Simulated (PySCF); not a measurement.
Ga(Me)2(PH2) (C2H8GaP), SMILES [CH3][Ga]([CH3])[PH2]. Atoms are numbered in the order given.

```xyz
12

Ga    -0.2081     0.0162    -0.2514
C     -1.6422    -1.3451    -0.4291
H     -1.8159    -1.5988    -1.4873
H     -2.5837    -0.9224    -0.0362
H     -1.4241    -2.2669     0.1300
C     -0.0790     1.5568    -1.4976
H      0.5495     1.2667    -2.3579
H      0.3906     2.4326    -1.0245
H     -1.0668     1.8445    -1.8909
P      1.2533    -0.0910     1.5812
H      2.4100     0.3241     0.8521
H      1.5196    -1.4889     1.4517
```

Geometry optimised at B3LYP-D3(BJ)/def2-SVP. The structure was generated by enumeration; whether it is a known compound was not checked. The values are those of a single conformer.

Two levels are set side by side: PBE/pcSseg-1 (PySCF) and KT2/pcSseg-1 (PySCF). GIAO shifts against PH3 (³¹P), TMS (¹H), TMS (¹³C) at the same level; non-relativistic, no solvent, atoms listed together averaged. Differences are taken from unrounded values.

```
quantity                  PBE
-----------------------  ----
δ(¹³C) of C2, C6 (ppm)    7.7
δ(³¹P) of P10 (ppm)      31.7
δ(¹H) of H11, H12 (ppm)  2.14
```

These are the PBE values. What does KT2 give? (An estimate is asked for; the answer gives what the named calculation found.)


```csv
quantity,KT2,PBE minus KT2
"δ(¹³C) of C2, C6 (ppm)",7.7,0.0
δ(³¹P) of P10 (ppm),31.5,0.1
"δ(¹H) of H11, H12 (ppm)",2.15,-0.01
```

Here PBE gives about what the other level gives.

Rough cost on one machine, each run with all the roots and properties that it gave: KT2 against PBE within a factor of 2.
